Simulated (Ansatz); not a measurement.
```yaml
crystal:
  periodic: [false, false, false]
  atoms:
    - {symbol: B, position_ang: [-1.034669, 1.091072, -0.158326]}
    - {symbol: Si, position_ang: [0.320954, -0.370326, -0.184036]}
    - {symbol: O, position_ang: [0.402630, -1.160841, 1.232069]}
    - {symbol: F, position_ang: [0.128217, -1.436083, -1.353687]}
    - {symbol: Cl, position_ang: [2.092338, 0.590027, -0.607321]}
    - {symbol: H, position_ang: [-1.596094, 1.418971, -1.158406]}
    - {symbol: H, position_ang: [-1.234221, 1.704779, 0.844636]}
    - {symbol: H, position_ang: [1.013045, -1.894700, 1.329269]}
basis:
  gaussian: {orbitals: aug-pcseg-2, final_grid: {core_spheres: 1, valence_spheres: 1, degree: 5}}
total_charge: 1
magnetization: {spin_polarized: true, initial_magnetization: 1}
hamiltonian: {xc: {name: PBE}}
output: {forces: true}
```

```sh
$ ansatz run in.yaml --threads 2 --pin off --events-out ev --progress --plain --max-ram 4352MiB
```

Shortened log:

```
Functional definition: PBE
1426 factors; their error is unknown
mean field evaluation 1: about -25849.9460 eV, gradient 7.5e1 eV
mean field evaluation 2: about -25662.1231 eV, gradient 1.9e2 eV
mean field evaluation 4: about -25842.4180 eV, gradient 6.6e1 eV
mean field evaluation 8: about -25870.6162 eV, gradient 4.9e0 eV
mean field evaluation 16: about -25855.6965 eV, gradient 1.2e1 eV
mean field evaluation 32: about -25856.7421 eV, gradient 3.0e-2 eV
a density is far from that of the atoms, so the factors are made again for it
2027 factors; integrals over basis functions are off by at most 7.9e-4 eV
mean field -25856.75853081 eV, -950.2183496667 hartree, gradient 3.9e-6 eV, S^2 0.753742; 0 other end points of the search recorded, 0 dependent functions left out
reference -25856.75862338 eV, -950.2183530686 hartree; 28, 27 occupied and 279, 280 virtual orbitals, 2027 factors
Total energy: -25856.75862338 eV, -950.2183530686 hartree
Atom 0 at    -1.034669     1.091072    -0.158326 Å, force     3.234989    -2.664986    -1.321304 eV/Å
Atom 1 at     0.320954    -0.370326    -0.184036 Å, force     8.858859    -2.561074    12.136540 eV/Å
Atom 2 at     0.402630    -1.160841     1.232069 Å, force     1.600596    -0.250072   -20.573837 eV/Å
Atom 3 at     0.128217    -1.436083    -1.353687 Å, force     0.130071     4.864085     8.782176 eV/Å
Atom 4 at     2.092338     0.590027    -0.607321 Å, force    -8.174019    -2.198509    -1.267834 eV/Å
Atom 5 at    -1.596094     1.418971    -1.158406 Å, force     1.167388    -1.406956     3.043242 eV/Å
Atom 6 at    -1.234221     1.704779     0.844636 Å, force     0.161415    -1.851167    -1.930800 eV/Å
Atom 7 at     1.013045    -1.894700     1.329269 Å, force    -6.979300     6.068679     1.131816 eV/Å
Dipole moment:    -0.510298     0.318960     0.363807 e Å
```

In this input the integration grid is far too coarse. The calculation finished and met its thresholds. The result belongs to that input, not to the molecule as meant.
